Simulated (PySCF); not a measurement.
# How methods differ on the ionisation energy of P⁺

P⁺ [Ne] 3s2 3p2 (3P) → P²⁺ [Ne] 3s2 3p1 (2P), as a difference of total energies. Computed with PySCF 2.14 in aug-cc-pV(D+d)Z, with no relativity, point nucleus. Correlated levels: valence: [Ne] frozen. The calculations carry no spin-orbit coupling.

```tsv
method	ionisation energy (eV)
UHF	19.169
M06-L	19.678
M06-2X	19.574
MP2 (valence)	19.496
SCS-MP2 (valence)	19.415
CCSD (valence)	19.533
CCSD(T) (valence)	19.546
```

Question: How much does correlation contribute at CCSD(T) (valence)?

Answer: 19.546 − (19.169) = 0.377 eV, measured against UHF.

The reference lies between the lowest fine-structure levels, while these numbers refer to the centres of the terms.

Errors of the correlated levels include the incompleteness of this basis and the frozen core.

For comparison: 19.769 eV (semi-empirical (NIST evaluation); NIST Atomic Spectra Database, ionization energies).
